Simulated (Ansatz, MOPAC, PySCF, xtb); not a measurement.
Complex: HCl (SMILES Cl) (first 2 atoms) with CH6Si (SMILES C[SiH3]); geometry from B3LYP-D3(BJ)/def2-TZVP.
(charge 0, multiplicity 1):
```xyz
10

Cl     0.04392    -0.22379    -0.15162
H     -0.36988    -0.71967     0.96292
C      0.82199     0.81989     3.45747
Si    -0.43114    -0.49177     3.91831
H      1.14552     1.36854     4.34388
H      0.39829     1.53423     2.75008
H      1.70280     0.37261     2.99413
H      0.14027    -1.48080     4.86173
H     -0.86319    -1.24133     2.70410
H     -1.64569     0.10563     4.52036
```

Monomers are frozen at their geometry in the pair; levels with a basis set take the counterpoise correction.

The state reached by PM3 isn't checked.

The values were computed with Ansatz (a program for electronic structure) with Gaussian orbitals; MOPAC for PM3 (differences of heats of formation); PySCF for M06-2X, the dispersion terms; xtb for the GFN methods. 

Question: One of these levels gives -89.7 meV for the interaction energy. Which?
A. BLYP-D4/def2-TZVPPD
B. GFN1-xTB
C. PM3
D. M06-2X/def2-TZVPPD

Answer: A, BLYP-D4/def2-TZVPPD. The others give -173.9 (PM3), -52.8 (GFN1-xTB), -71.1 (M06-2X/def2-TZVPPD)
